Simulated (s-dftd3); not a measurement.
C$_{3}$H$_{7}$O, charge +1, singlet, geometry from GFN2-xTB; D3(bjm) for b3lyp run with s-dftd3.

Here is a job for s-dftd3.
```
$ s-dftd3 mol.xyz --bjm b3lyp --json dftd3.json --noedisp --grad

# file mol.xyz
11

C      1.26954243    -0.51583496     0.42347639
C      0.00914533     0.05602927    -0.04131588
C     -1.26760724    -0.54379591     0.33688306
O      0.08605670     1.08994692    -0.77297584
H      1.18030343    -0.95387353     1.41596058
H      1.54213088    -1.33867750    -0.24775418
H      2.07947599     0.21060167     0.37675653
H     -2.08929776    -0.25830725    -0.31950050
H     -1.52117278    -0.20226655     1.34780334
H     -1.19873495    -1.62886268     0.40901627
H     -0.74764167     1.47342013    -1.11273667
```

**Question.** Predict the main parts of the log of this s-dftd3 run.

**Answer.** 
```
-----------------------------------
 s i m p l e   D F T - D 3  v1.4.0
-----------------------------------

Rational (Becke-Johnson) damping: b3lyp-D3(BJ)
---------------------
  s6         1.0000
  s8         1.4667
  s9         0.0000
  a1         0.2787
  a2         4.6063
 alp        14.0000
--------------------

Dispersion energy:      -1.3407403954583E-02 Eh

Gradient norm:           1.1728209780355E-03 Eh/a0
--------------------------------------------------
     #    Z           dE/dx      dE/dy      dE/dz
--------------------------------------------------
     1    6 C     5.094E-04 -9.787E-05  7.812E-05
     2    6 C     9.058E-06  7.812E-05 -5.512E-05
     3    6 C    -4.801E-04 -1.107E-04  7.394E-05
     4    8 O     1.814E-05  3.924E-04 -2.783E-04
     5    1 H     2.455E-04 -9.597E-05  1.604E-04
     6    1 H     2.658E-04 -1.472E-04 -3.063E-05
     7    1 H     2.439E-04  8.477E-06  4.558E-05
     8    1 H    -2.461E-04 -5.036E-05 -1.625E-05
     9    1 H    -2.674E-04 -3.188E-05  1.689E-04
    10    1 H    -2.476E-04 -1.902E-04  3.983E-05
    11    1 H    -5.066E-05  2.452E-04 -1.866E-04
--------------------------------------------------

Virial:
--------------------------------------------------
      component           x          y          z
--------------------------------------------------
          x       7.029E-03 -1.393E-04  1.636E-04
          y      -1.393E-04  2.880E-03 -1.623E-03
          z       1.636E-04 -1.623E-03  1.860E-03
--------------------------------------------------

[Info] JSON dump of results written to 'dftd3.json'
```
